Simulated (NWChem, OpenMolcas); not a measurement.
**How methods differ on GeCl2 (germanium dichloride)**

GeCl2: 3 atoms, total charge 0, spin state singlet. As SMILES, `Cl[Ge]Cl`. Geometry: relaxed at PBE0-D4/def2-TZVP.

```xyz
3

Cl   -0.0654   -1.6817    0.4227
Ge   -0.4212    0.0672   -0.8320
Cl    0.4866    1.6145    0.4093
```

Quantity: the dipole moment, in D. The values are calculated.

```json
{"level": "HF/aug-cc-pVDZ", "kind": "Hartree–Fock", "program": "OpenMolcas", "value (D)": "2.19", "CPU time": "16 s"}
{"level": "SVWN5/aug-cc-pVDZ", "kind": "LDA", "program": "OpenMolcas", "value (D)": "1.84", "CPU time": "27 s"}
{"level": "BLYP/aug-cc-pVDZ", "kind": "GGA", "program": "OpenMolcas", "value (D)": "1.94", "CPU time": "32 s"}
{"level": "M06-L/aug-cc-pVDZ", "kind": "meta-GGA", "program": "OpenMolcas", "value (D)": "2.15", "CPU time": "39 s"}
{"level": "r2SCAN/aug-cc-pVDZ", "kind": "meta-GGA", "program": "OpenMolcas", "value (D)": "1.85", "CPU time": "36 s"}
{"level": "M06-2X/aug-cc-pVDZ", "kind": "hybrid meta-GGA", "program": "NWChem", "value (D)": "1.96", "CPU time": "91 s"}
```

All-electron rows without a relativistic Hamiltonian named are non-relativistic. The values span 1.84 to 2.19 D. Magnitudes only. CPU times are rough (shared hosts, several kinds of processor and program).
